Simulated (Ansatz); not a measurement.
Molecule: TiO$_{2}$, charge 0, multiplicity 1. SMILES: [O]=[Ti]=[O]
Structure (B3LYP-D3(BJ)/def2-TZVP (Ansatz, a program for electronic structure) minimum search):
```
Ti
O 1 1.6409
O 1 1.6409 2 111.96
```

Wanted: vertical ionisation energy to the doublet, in eV. Terms: no spin-orbit coupling; dispersion terms only where a functional's name holds one; 6-31G* and kin with 6d, 5d where marked; non-relativistic; UHF or UKS for open shells; each state is the SCF solution reached for its charge and spin; LANL2DZ with its own core potentials from Na on. First-principles rows: single points at B3LYP-D3(BJ) geometries (Ansatz).

```
level                              program  vertical ionisation energy to the doublet (eV)
---------------------------------  -------  ----------------------------------------------
PBE/6-31G*                          Ansatz                                            9.27
PBE/6-31G* with LANL2DZ past Ar     Ansatz                                            9.63
B3LYP/STO-3G                        Ansatz                                            6.13
B3LYP/3-21G                         Ansatz                                            8.89
B3LYP/6-31G*                        Ansatz                                            9.43
B3LYP/6-31G* with LANL2DZ past Ar   Ansatz                                            9.78
B3LYP/def2-TZVPD                    Ansatz                                            9.79
PBE0/def2-TZVPD                     Ansatz                                            9.67
```

No value to compare with is used here. The 6 habitual levels span 6.13 (B3LYP/STO-3G) to 9.78 eV (B3LYP/6-31G* with LANL2DZ past Ar); PBE0/def2-TZVPD gives 9.67.

The levels are drawn from those run, B3LYP/6-31G* more often than the rest, none by its result; left out are runs that failed, that the program found above a lower state of the same kind, or whose <S^2> lies over 0.5 above the pure value.
